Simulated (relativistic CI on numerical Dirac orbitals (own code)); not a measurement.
# Calculated levels, Hg8+

These numbers are calculated, not measured: Dirac-Coulomb-Breit CI, KLI orbitals optimised for each configuration, model QED (radiative potential, 1s self-energy scaled to tabulated hydrogen-like ionisation energies), unscaled Slater integrals (own radial code, finite nucleus).

CI space (outside the closed core [Kr] 4d10 4f14): 5s2 5p6 5d4, 5s2 5p6 5d3 6s, 5s2 5p6 5d3 5f, 5s2 5p5 5d5, 5s2 5p6 5d3 6p, 5s2 5p6 5d2 6s 6p, 5s2 5p6 5d3 5g, 5s2 5p6 5d2 5f 6s, 5s2 5p6 5d3 6d, 5s 5p6 5d5, 5s2 5p6 5d3 7s, 5s2 5p5 5d4 5f, 5s2 5p6 5d3 7p, 5s2 5p6 5d3 6f, 5s2 5p5 5d4 6s, 5s2 5p5 5d4 5g, 5s2 5p6 5d3 8s, 5s2 5p6 5d2 5g 6p, 5s2 5p6 5d3 8p, 5s2 5p6 5d3 7f, 5s2 5p6 5d3 8f, 5s2 5p6 5d2 6s2, 5s2 5p6 5d 5f 6s2, 5s2 5p6 5d 6s2 6p, 5s2 5p6 5d 5g 6s2, 5s2 5p6 5d 6s2 6d, 5s2 5p6 5d2 5f2, 5s2 5p6 5d 5f2 6s, 5s2 5p6 5d 5f3, 5s2 5p6 5d 5f2 6p, 5s2 5p6 5d 5f2 5g, 5s2 5p6 5d 5f2 6d, 5p6 5d6, 5p5 5d7. Double excitations out of closed p, d and f shells are left out; levels of such configurations are missing from the list, as are those of other unlisted configurations, and high levels can miss mixing partners. These lack a partner that the ground configuration has and come out too high: 5s2 5p6 5d3 7s, 5s2 5p5 5d4 5f, 5s2 5p6 5d3 7p, 5s2 5p6 5d3 6f, 5s2 5p5 5d4 6s.

The lowest level is 5s2 5p6 5d4 5D_0, with 54 % of that term; Hund's rules for 5s2 5p6 5d4 give 5D with J = 0, in agreement.

```tsv
No.	Configuration	Term	J	E (eV)	%	Lifetime (s)	jj configuration (%)
1	5s2 5p6 5d4	5D	0	0.0000	54		5d3/2^4 (83)
2	5s2 5p6 5d4	5D	1	1.3081	79	2.33e-02	5d3/2^3 5d5/2 (87)
3	5s2 5p6 5d4	5D	2	2.2821	86	4.67e-02	5d3/2^2 5d5/2^2 (51)
4	5s2 5p6 5d4	5D	3	2.9324	76	1.87e-01	5d3/2^2 5d5/2^2 (45)
5	5s2 5p6 5d4	5D	4	3.1609	43	9.58e+00	5d3/2^3 5d5/2 (70)
6	5s2 5p6 5d4	5D	0	4.4636	43	2.04e-03	5d3/2^2 5d5/2^2 (79)
7	5s2 5p6 5d4	3H	4	4.6600	50	1.50e-02	5d3/2^2 5d5/2^2 (66)
8	5s2 5p6 5d4	3G	3	5.3432	62	7.64e-03	5d3/2^2 5d5/2^2 (53)
9	5s2 5p6 5d4	3F	2	5.5232	55	4.56e-03	5d3/2^2 5d5/2^2 (56)
10	5s2 5p6 5d4	3H	5	5.7237	73	2.11e-02	5d3/2^2 5d5/2^2 (97)
11	5s2 5p6 5d4	3P	1	5.9417	67	3.43e-03	5d3/2^2 5d5/2^2 (74)
12	5s2 5p6 5d4	3H	6	6.1874	65	1.70e+00	5d3/2^2 5d5/2^2 (92)
13	5s2 5p6 5d4	3G	4	6.7419	65	2.37e-02	5d3/2^2 5d5/2^2 (85)
14	5s2 5p6 5d4	3D	2	6.9266	44	2.25e-02	5d3/2^2 5d5/2^2 (83)
15	5s2 5p6 5d4	3D	3	7.1076	42	8.33e-03	5d3/2^2 5d5/2^2 (72)
16	5s2 5p6 5d4	3F	4	7.4139	44	3.22e-03	5d3/2 5d5/2^3 (58)
17	5s2 5p6 5d4	3F	3	8.0737	44	2.50e-03	5d3/2 5d5/2^3 (81)
18	5s2 5p6 5d4	1D	2	8.4685	35	2.46e-03	5d3/2 5d5/2^3 (45)
19	5s2 5p6 5d4	3G	5	8.5937	73	6.17e-03	5d3/2 5d5/2^3 (97)
20	5s2 5p6 5d4	3D	1	8.8403	78	1.83e-03	5d3/2 5d5/2^3 (81)
21	5s2 5p6 5d4	1I	6	8.9040	65	5.89e-03	5d3/2 5d5/2^3 (92)
22	5s2 5p6 5d4	3F	4	9.6872	47	5.48e-03	5d3/2^2 5d5/2^2 (65)
23	5s2 5p6 5d4	3P	2	9.9293	53	3.47e-03	5d3/2^2 5d5/2^2 (57)
24	5s2 5p6 5d4	1S	0	10.0410	67	2.34e-03	5d3/2 5d5/2^3 (82)
25	5s2 5p6 5d4	1F	3	10.4227	54	3.22e-03	5d3/2 5d5/2^3 (85)
26	5s2 5p6 5d4	3P	2	10.9230	46	3.03e-03	5d3/2^2 5d5/2^2 (54)
27	5s2 5p6 5d4	3F	4	12.0955	48	1.29e-03	5d5/2^4 (67)
28	5s2 5p6 5d4	3F	3	12.3127	75	3.59e-03	5d3/2 5d5/2^3 (96)
29	5s2 5p6 5d4	1D	2	12.4049	38	1.99e-03	5d5/2^4 (48)
30	5s2 5p6 5d4	3P	1	12.4242	95	2.01e-03	5d3/2 5d5/2^3 (92)
```

Energies count from the lowest computed level; lifetimes are radiative, by E1, M1, E2 decay to levels of this space only. Filled j subshells are mostly left out of the jj labels.

The mean weight of the leading LS term, summed over parents, in these 30 levels is 59 %, and that of the leading jj configuration (from the same eigenvectors) 73 %, so jj coupling describes them better and the LS labels are nominal.

At this charge configurations can still be misplaced by up to about 7 % of their energy. Terms inside the open d or f shell come out 10 to 20 % too wide with unscaled integrals. Levels and lines within the n = 5 or 6 shells can be off by up to 10 % or somewhat more, and those that change n by about 2 %, since core polarisation is missing.

LS names give the leading component of a level, which can be under half, so a name can repeat, a term be missing and a line seem to break the LS rules.
